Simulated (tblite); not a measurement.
Record of a relaxation.

C₈H₁₅B.
Atom-mapped SMILES: `[BH2:1][C@@H:2]([C:3](=[CH2:4])[CH3:5])[C:6](=[CH2:7])[CH2:8][CH3:9]` (hydrogens: H10, H11 on B1; H12 on C2; H13, H14 on C4; H15, H16, H17 on C5; H18, H19 on C7; H20, H21 on C8; H22, H23, H24 on C9)

Computed with GFN2-xTB (tblite), gas phase: L-BFGS steps from a force-field or distance-geometry start until the largest atomic force falls under 0.01 eV/Å. 8 of its 245 geometries are shown.

Step 0: E = -704.9852 eV, largest atomic force 2.229 eV/Å
```
atom  x, y, z in Å  |  force x, y, z in eV/Å
B1     -0.102   -2.109   -1.236   -0.587  -0.388   0.666
C2     -0.559   -0.603   -0.889    0.066  -0.998  -0.735
C3     -1.473   -0.661    0.287   -0.929  -0.746   1.136
C4     -1.841   -1.821    0.835    0.099  -0.176  -0.040
C5     -2.078    0.557    0.918   -1.081   0.532   0.001
C6      0.688    0.155   -0.629    2.199  -0.137  -0.335
C7      1.876   -0.477   -0.745   -1.280  -0.466  -0.252
C8      0.727    1.602   -0.246   -0.189  -0.531   1.760
C9      2.169    2.057   -0.071   -0.045   1.823   0.070
H10    -0.546   -2.692   -2.139    0.212   0.084  -0.327
H11     0.383   -2.722   -0.362    0.170  -0.078  -0.257
H12    -1.087   -0.207   -1.769   -0.075   0.474   0.301
H13    -1.479   -2.779    0.486   -0.210   0.229   0.054
H14    -2.513   -1.871    1.690    0.187   0.128  -0.285
H15    -1.649    0.779    1.913    0.061   0.089  -0.710
H16    -2.033    1.405    0.222    0.137  -0.065   0.519
H17    -3.171    0.381    1.124    0.912   0.068  -0.255
H18     2.817   -0.005   -0.575    0.150  -0.166  -0.065
H19     1.917   -1.541   -1.010    0.046   0.672   0.026
H20     0.130    2.250   -0.882    0.147  -0.032  -0.211
H21     0.281    1.649    0.792    0.153   0.163  -0.911
H22     2.663    1.538    0.761   -0.166   0.159  -0.474
H23     2.745    1.997   -1.007   -0.184  -0.045   0.462
H24     2.125    3.138    0.207    0.208  -0.595  -0.139
```

Step 35: E = -705.5966 eV, largest atomic force 0.074 eV/Å
```
atom  x, y, z in Å  |  force x, y, z in eV/Å
B1     -0.219   -2.198   -1.250    0.004   0.030   0.015
C2     -0.480   -0.700   -0.759    0.010   0.072   0.011
C3     -1.477   -0.702    0.394   -0.017   0.003  -0.055
C4     -1.930   -1.830    0.923    0.023   0.009   0.017
C5     -2.084    0.600    0.852    0.019  -0.016  -0.022
C6      0.840    0.035   -0.531    0.004   0.027   0.044
C7      1.992   -0.557   -0.806   -0.026  -0.043   0.011
C8      0.768    1.487   -0.127    0.003  -0.018   0.024
C9      2.107    2.213   -0.027   -0.030   0.005  -0.010
H10    -0.587   -2.553   -2.300   -0.031   0.026  -0.045
H11     0.332   -2.965   -0.565    0.031  -0.020   0.036
H12    -0.980   -0.115   -1.547   -0.011  -0.014  -0.009
H13    -1.568   -2.801    0.637    0.010   0.010  -0.002
H14    -2.695   -1.815    1.683    0.008  -0.018   0.035
H15    -1.581    0.959    1.751    0.017   0.025  -0.007
H16    -2.020    1.369    0.088   -0.018  -0.002  -0.010
H17    -3.132    0.455    1.112    0.019  -0.017  -0.032
H18     2.943   -0.060   -0.730   -0.020   0.010   0.045
H19     2.033   -1.584   -1.123    0.009  -0.043  -0.043
H20     0.138    2.013   -0.853    0.007  -0.010   0.034
H21     0.278    1.558    0.845    0.018   0.006  -0.016
H22     2.734    1.763    0.740   -0.009   0.004  -0.024
H23     2.642    2.195   -0.974   -0.026  -0.003   0.002
H24     1.933    3.253    0.243    0.008  -0.022   0.002
```

Step 70: E = -705.7348 eV, largest atomic force 0.214 eV/Å
```
atom  x, y, z in Å  |  force x, y, z in eV/Å
B1     -0.446   -2.002   -1.520   -0.033   0.047   0.008
C2     -0.432   -0.558   -0.864   -0.124   0.053   0.007
C3     -1.457   -0.598    0.268   -0.072   0.139  -0.075
C4     -1.460   -1.582    1.153    0.026  -0.150   0.122
C5     -2.433    0.547    0.395    0.057   0.009  -0.004
C6      0.916   -0.081   -0.356   -0.083  -0.004  -0.062
C7      2.019   -0.786   -0.544   -0.017   0.004  -0.047
C8      0.914    1.265    0.321    0.068   0.026  -0.088
C9      2.067    2.179   -0.098    0.016   0.039  -0.013
H10    -1.002   -2.166   -2.534   -0.055  -0.044   0.006
H11     0.082   -2.900   -0.993   -0.090  -0.044  -0.070
H12    -0.788    0.197   -1.578    0.119   0.025   0.068
H13    -0.739   -2.378    1.131    0.000   0.000  -0.022
H14    -2.177   -1.631    1.954   -0.046   0.087   0.058
H15    -1.975    1.323    1.017   -0.115  -0.051  -0.069
H16    -2.702    1.004   -0.559    0.123  -0.172   0.036
H17    -3.351    0.230    0.890    0.087  -0.040  -0.016
H18     2.986   -0.431   -0.246    0.097   0.024   0.124
H19     1.990   -1.749   -1.019    0.094   0.004  -0.072
H20    -0.023    1.769    0.079    0.078   0.045   0.041
H21     0.945    1.110    1.403   -0.023   0.053   0.026
H22     3.030    1.859    0.295   -0.114  -0.073   0.055
H23     2.149    2.210   -1.183   -0.052   0.023   0.001
H24     1.874    3.188    0.265    0.059  -0.002  -0.015
```

Step 105: E = -705.9618 eV, largest atomic force 0.106 eV/Å
```
atom  x, y, z in Å  |  force x, y, z in eV/Å
B1     -0.764   -1.665   -1.533   -0.008  -0.022  -0.010
C2     -0.339   -0.313   -0.860    0.004  -0.009   0.038
C3     -1.396   -0.541    0.211   -0.034  -0.017   0.056
C4     -1.165   -1.317    1.267   -0.006  -0.048   0.018
C5     -2.700    0.178    0.040   -0.007   0.054  -0.010
C6      1.021   -0.096   -0.253    0.030  -0.021   0.011
C7      2.029   -0.940   -0.403    0.031   0.029   0.013
C8      1.171    1.185    0.538    0.012   0.034  -0.027
C9      2.124    2.170   -0.143   -0.016  -0.034  -0.020
H10    -1.680   -1.666   -2.263    0.003  -0.012   0.012
H11    -0.233   -2.677   -1.291   -0.003   0.034   0.036
H12    -0.618    0.585   -1.415    0.039   0.033  -0.021
H13    -0.227   -1.822    1.420    0.008   0.033  -0.061
H14    -1.906   -1.450    2.039   -0.020  -0.023  -0.005
H15    -2.597    1.211    0.376    0.009   0.015  -0.010
H16    -2.997    0.198   -1.005   -0.027  -0.013  -0.017
H17    -3.492   -0.287    0.624    0.027  -0.008  -0.006
H18     2.992   -0.759    0.049   -0.028   0.010   0.003
H19     1.940   -1.841   -0.983    0.005   0.032   0.006
H20     0.194    1.658    0.658   -0.006  -0.016  -0.001
H21     1.556    0.968    1.537   -0.008  -0.055   0.016
H22     3.144    1.791   -0.110   -0.069   0.056  -0.057
H23     1.841    2.315   -1.185    0.023  -0.003   0.046
H24     2.091    3.136    0.360    0.042  -0.049  -0.012
```

Step 139: E = -705.9929 eV, largest atomic force 0.056 eV/Å
```
atom  x, y, z in Å  |  force x, y, z in eV/Å
B1     -0.755   -1.694   -1.425    0.003  -0.018  -0.026
C2     -0.284   -0.315   -0.837   -0.012   0.011  -0.024
C3     -1.399   -0.525    0.171    0.004   0.027   0.020
C4     -1.255   -1.406    1.163    0.010   0.002   0.053
C5     -2.655    0.269   -0.015    0.001   0.006  -0.004
C6      1.062   -0.110   -0.203   -0.011  -0.022   0.014
C7      2.078   -0.938   -0.378    0.005  -0.009  -0.002
C8      1.214    1.154    0.611   -0.012   0.011  -0.011
C9      2.023    2.207   -0.150    0.004  -0.010  -0.005
H10    -1.661   -1.716   -2.169    0.006  -0.005   0.012
H11    -0.239   -2.699   -1.132    0.024   0.016   0.001
H12    -0.520    0.564   -1.439    0.002   0.051  -0.015
H13    -0.333   -1.940    1.311    0.009  -0.008  -0.009
H14    -2.030   -1.585    1.890   -0.028   0.014  -0.013
H15    -2.459    1.328    0.162    0.005  -0.034   0.005
H16    -3.026    0.169   -1.033    0.006   0.002   0.007
H17    -3.429   -0.060    0.675   -0.014   0.016  -0.003
H18     3.039   -0.766    0.078   -0.002   0.017   0.019
H19     1.992   -1.818   -0.990    0.011  -0.016  -0.002
H20     0.233    1.569    0.850   -0.024  -0.038   0.018
H21     1.717    0.932    1.556    0.024  -0.017  -0.048
H22     3.010    1.822   -0.395   -0.009   0.006   0.002
H23     1.523    2.475   -1.080    0.009  -0.005   0.031
H24     2.140    3.105    0.454   -0.010   0.004  -0.021
```

Step 174: E = -706.0176 eV, largest atomic force 0.027 eV/Å
```
atom  x, y, z in Å  |  force x, y, z in eV/Å
B1     -0.682   -1.693   -1.464   -0.005  -0.006   0.000
C2     -0.182   -0.342   -0.839   -0.003  -0.014  -0.006
C3     -1.348   -0.461    0.125   -0.002   0.005   0.010
C4     -1.322   -1.341    1.127    0.009  -0.008   0.004
C5     -2.524    0.435   -0.117   -0.005  -0.004   0.016
C6      1.146   -0.222   -0.145   -0.001   0.012  -0.011
C7      2.145   -1.070   -0.326    0.002   0.008  -0.003
C8      1.304    0.998    0.727    0.013   0.003  -0.003
C9      1.683    2.221   -0.110    0.009   0.006  -0.001
H10    -1.559   -1.672   -2.240    0.000  -0.005  -0.008
H11    -0.220   -2.719   -1.151   -0.004   0.007   0.009
H12    -0.331    0.548   -1.454   -0.002  -0.003  -0.001
H13    -0.460   -1.957    1.312   -0.005   0.000   0.003
H14    -2.146   -1.444    1.815    0.010   0.010  -0.002
H15    -2.217    1.479   -0.061   -0.005  -0.008  -0.002
H16    -2.941    0.262   -1.107    0.013   0.011  -0.021
H17    -3.304    0.262    0.623   -0.015   0.001   0.000
H18     3.092   -0.939    0.173   -0.004  -0.013  -0.004
H19     2.059   -1.919   -0.980    0.009  -0.005   0.004
H20     0.371    1.197    1.260   -0.006  -0.002   0.004
H21     2.087    0.823    1.467   -0.003  -0.002   0.008
H22     2.628    2.046   -0.618    0.003   0.010  -0.010
H23     0.925    2.426   -0.863   -0.008   0.013   0.002
H24     1.785    3.103    0.520   -0.001  -0.016   0.010
```

Step 209: E = -706.0229 eV, largest atomic force 0.018 eV/Å
```
atom  x, y, z in Å  |  force x, y, z in eV/Å
B1     -0.677   -1.721   -1.433   -0.006  -0.003   0.000
C2     -0.150   -0.359   -0.851   -0.011  -0.007  -0.007
C3     -1.329   -0.430    0.102   -0.005  -0.004   0.010
C4     -1.325   -1.277    1.132    0.002   0.002   0.005
C5     -2.489    0.473   -0.181    0.002   0.000   0.004
C6      1.177   -0.252   -0.154   -0.003   0.004  -0.008
C7      2.167   -1.107   -0.348    0.000  -0.004   0.001
C8      1.346    0.948    0.743    0.011   0.008   0.005
C9      1.568    2.229   -0.064   -0.004   0.003   0.008
H10    -1.542   -1.713   -2.223   -0.002   0.006   0.001
H11    -0.244   -2.744   -1.073    0.009   0.007   0.006
H12    -0.275    0.513   -1.495   -0.001  -0.001  -0.009
H13    -0.474   -1.897    1.351   -0.003   0.005   0.000
H14    -2.157   -1.344    1.815   -0.002  -0.002   0.000
H15    -2.198    1.512   -0.020    0.009   0.001  -0.003
H16    -2.809    0.376   -1.217   -0.001  -0.001   0.006
H17    -3.331    0.248    0.471   -0.006   0.000  -0.014
H18     3.115   -0.996    0.152    0.018   0.001  -0.004
H19     2.071   -1.949   -1.011   -0.002   0.001  -0.005
H20     0.460    1.067    1.372    0.006  -0.002  -0.007
H21     2.206    0.792    1.397    0.000   0.000   0.003
H22     2.410    2.107   -0.742   -0.006  -0.009   0.006
H23     0.688    2.481   -0.651    0.002  -0.012  -0.011
H24     1.779    3.063    0.602   -0.003   0.006   0.012
```

Step 244: E = -706.0256 eV, largest atomic force 0.009 eV/Å
```
atom  x, y, z in Å  |  force x, y, z in eV/Å
B1     -0.690   -1.760   -1.371   -0.001   0.000   0.004
C2     -0.143   -0.379   -0.857   -0.004   0.000   0.000
C3     -1.323   -0.408    0.092   -0.001   0.002  -0.003
C4     -1.340   -1.233    1.142    0.002   0.005   0.000
C5     -2.469    0.504   -0.220    0.000   0.000  -0.001
C6      1.194   -0.264   -0.177   -0.001  -0.003  -0.001
C7      2.198   -1.086   -0.433   -0.001  -0.002   0.000
C8      1.357    0.906    0.759    0.001   0.000  -0.005
C9      1.526    2.218   -0.009    0.000   0.000   0.005
H10    -1.566   -1.781   -2.148    0.002   0.001  -0.005
H11    -0.247   -2.766   -0.979    0.004   0.000   0.000
H12    -0.258    0.466   -1.538   -0.002  -0.004   0.002
H13    -0.495   -1.852    1.388   -0.004   0.003   0.002
H14    -2.181   -1.276    1.815    0.004  -0.003   0.000
H15    -2.182    1.535   -0.007   -0.005   0.001  -0.007
H16    -2.735    0.444   -1.273    0.001  -0.004   0.003
H17    -3.344    0.260    0.379    0.002   0.004   0.002
H18     3.159   -0.971    0.041    0.004  -0.001  -0.002
H19     2.100   -1.903   -1.126    0.001  -0.002  -0.002
H20     0.482    0.981    1.411    0.004   0.003   0.000
H21     2.235    0.749    1.388   -0.002   0.001   0.000
H22     2.383    2.156   -0.677   -0.006  -0.003   0.004
H23     0.643    2.437   -0.605    0.002   0.004   0.001
H24     1.684    3.044    0.681    0.002   0.000   0.003
```

**Question.** Summarise the path.

**Answer.** The energy falls by 100.38 kJ/mol from step 0 to step 244; nine tenths of that is first reached at step 86. It falls at every step. The largest force goes from 2.229 to 0.009 eV/Å. Among the bonds C8–H21 changes most (a near tie, within 0.001 Å, with another), from 1.131 to 1.092 Å; the atoms move by 1.335 Å rms after alignment.

**Question.** Follow the three bonds and two angles with the largest change from start to end.

**Answer.** 
```tsv
step	E above end (kJ/mol)	largest force (eV/Å)	C8–H21 (Å)	B1–C2 (Å)	C5–H17 (Å)	B1–C2–C3 (°)	B1–C2–C6 (°)
0	100.38	2.229	1.131	1.612	1.126	107.9	106.1
11	49.92	0.275	1.093	1.606	1.086	107.7	109.0
21	43.21	0.108	1.090	1.601	1.088	109.0	109.8
32	41.63	0.072	1.089	1.599	1.090	109.6	110.6
42	40.24	0.132	1.090	1.597	1.089	110.0	111.6
53	37.44	0.204	1.095	1.590	1.089	111.0	113.1
64	31.79	0.169	1.100	1.591	1.087	109.7	113.7
74	21.65	0.325	1.100	1.582	1.090	101.5	118.7
85	10.44	0.187	1.091	1.576	1.086	93.8	122.9
95	7.52	0.095	1.092	1.568	1.088	89.9	122.8
106	5.99	0.102	1.093	1.570	1.089	88.9	122.7
117	4.46	0.077	1.094	1.571	1.089	87.2	122.2
127	3.68	0.053	1.094	1.571	1.088	85.2	122.3
138	3.21	0.054	1.093	1.571	1.088	84.7	123.1
149	2.04	0.103	1.094	1.571	1.089	85.6	122.5
159	1.14	0.081	1.093	1.570	1.088	85.8	122.3
170	0.82	0.025	1.091	1.570	1.088	86.5	122.3
180	0.69	0.026	1.092	1.570	1.088	86.9	122.3
191	0.45	0.025	1.092	1.570	1.088	87.4	122.2
202	0.30	0.015	1.092	1.571	1.088	86.5	122.0
212	0.22	0.023	1.092	1.571	1.088	86.0	121.9
223	0.16	0.019	1.092	1.571	1.088	85.8	121.9
233	0.08	0.022	1.091	1.572	1.088	85.6	121.8
244	0.00	0.009	1.092	1.572	1.088	85.2	121.6
```

What follows is the cost of the whole relaxation. Hardware: Arm Neoverse N1, one thread, shared host. Cost: 3.3 s.
